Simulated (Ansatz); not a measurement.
Reaction (formal exchange of groups at a Te–C bond): `CC([SiH3])[TeH]` + `O[SiH2]F` → `O[SiH](F)[TeH]` + `CC[SiH3]`

Calculated with Ansatz (gas phase, PBE0-D4/def2-TZVP geometries, no zero-point term in ΔE). CCSD(T)/CBS adds triple-zeta CCSD(T) − MP2 to the extrapolated MP2 energy (def2 sets, frozen cores). Elements past krypton have def2 core potentials. For Te outer-core shells are correlated without core-valence functions, which leaves a few kJ/mol of doubt a bond. Each species was taken in one conformer, which may not be the lowest.

| species | CCSD(T)/CBS(def2) energy (Eh) |
| --- | --- |
| `CC([SiH3])[TeH]` | -637.71443 |
| `O[SiH2]F` | -465.96250 |
| `O[SiH](F)[TeH]` | -733.71271 |
| `CC[SiH3]` | -369.99568 |

(1) Work out ΔE.

Largest T1 diagnostic among the species: 0.012.

Answers

(1) ΔE = (-733.71271) + (-369.99568) − (-637.71443) − (-465.96250) = -0.03146 Eh = -0.86 eV.

The D4 term adds +0.07 eV with B3LYP and +0.04 eV with PBE0; it sums over pairs of atoms, weighted by their polarisabilities, and B3LYP, whose exchange is more repulsive, gets the larger term. In def2-TZVPP, CCSD(T) changes the Hartree–Fock value by +0.16 eV (the triples alone add +0.03 eV) and MP2 by +0.18 eV.

B3LYP here is the variant with VWN-RPA as its local correlation; programs differ in this.
